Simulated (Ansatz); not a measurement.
HZn (SMILES [ZnH+]), charge +1, singlet, geometry from GFN2-xTB (such geometries of metal compounds can be far from the true shape); PBE/aug-cc-pVDZ (Ansatz, a quantum-chemistry and plane-wave program).

Input for Ansatz:
Ansatz 0.2 input:
```yaml
crystal:
  periodic: [false, false, false]
  atoms:
    - {symbol: Zn, position_ang: [-0.00000000, -0.00000000, -0.04856787]}
    - {symbol: H, position_ang: [0.00000000, 0.00000000, 1.45703598]}
basis:
  gaussian:
    orbitals: aug-cc-pVDZ
hamiltonian:
  xc: pbe
total_charge: 1
accuracy: high
```

The log (banner, timings and long lists left out):

```
Functional definition: PBE
1281 factors; integrals over basis functions are off by at most 4.7e-9 eV
mean field evaluation 1: about -48416.9819 eV, gradient 3.8e1 eV
mean field evaluation 2: about -48407.1904 eV, gradient 7.7e1 eV
mean field evaluation 4: about -48420.1389 eV, gradient 6.9e0 eV
mean field evaluation 8: about -48420.3009 eV, gradient 3.6e-1 eV
mean field evaluation 16: about -48420.3013 eV, gradient 5.8e-8 eV
mean field -48420.30131957 eV, -1779.4132530352 hartree, gradient 3.4e-8 eV, S^2 0.000000; 0 other end points of the search recorded, 0 dependent functions left out
reference -48420.30132998 eV, -1779.4132534179 hartree; 15, 15 occupied and 53, 53 virtual orbitals, 1281 factors
Total energy: -48420.30132998 eV, -1779.4132534179 hartree
```
